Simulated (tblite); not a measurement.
Compound: C9H7P.
InChI=1S/C9H7P/c1-2-6-9-8(4-1)5-3-7-10-9/h1-7H

Computed with GFN2-xTB (tblite): harmonic, unscaled wavenumbers at the GFN2-xTB geometry, gas phase. Against measured fundamentals such values can be off by several per cent, at times by over 20.

Harmonic wavenumbers (cm⁻¹): 127.1, 139.7, 267.7, 311.5, 400.6, 404.0, 418.3, 429.2, 530.3, 544.5, 688.5, 691.2, 728.4, 729.1, 788.0, 849.8, 856.6, 876.7, 879.9, 916.1, 921.6, 928.9, 1063.7, 1083.9, 1117.7, 1159.1, 1180.9, 1199.5, 1232.0, 1246.4, 1317.4, 1374.3, 1387.4, 1409.0, 1485.5, 1500.8, 1558.9, 1603.1, 3035.9, 3048.3, 3059.7, 3064.7, 3069.5, 3078.0, 3088.5.

A = 2379, B = 1078, C = 742.0 MHz; mass 146.029 u (most abundant isotopes); point group Cs, symmetry number 1.

Problem. What is the zero-point energy?

Solution. ½Σν̃ = 27896 cm⁻¹ = 333.71 kJ/mol.

Problem. What is S at 200 K and 1 bar for an ideal gas of classical rigid rotors and harmonic oscillators?

Solution. Translation 162.71, rotation 118.51, vibration 36.34: S = 317.6 J/(mol K).

Problem. And Cp and H(200 K) − H(0)?

Solution. Cp = 94.22 J/(mol K), of which vibrations give 60.96 (their classical limit is 45 R = 374.2); H(200 K) − H(0) = 11.37 kJ/mol without the zero-point energy, 4.72 from vibrations.

Problem. Which modes carry the vibrational entropy at 200 K?

Solution. 127.1 cm⁻¹: 9.34; 139.7 cm⁻¹: 8.61; 267.7 cm⁻¹: 4.04; 311.5 cm⁻¹: 3.15; 400.6 cm⁻¹: 1.90; 404.0 cm⁻¹: 1.87 J/(mol K); the other 39 give 7.42 together.

Problem. Blend soft modes into free rotors: weight 1/[1 + (100 cm⁻¹/ν̃)⁴] for the oscillator and the rest for a rotor with moment μB/(μ + B), μ = h/(8π²ν), B = 10⁻⁴⁴ kg m². What vibrational entropy results?

Solution. 36.49 J/(mol K) in place of 36.34, which changes −T·S at 200 K by -0.03 kJ/mol.

Hindered rotation and anharmonicity are outside this model.
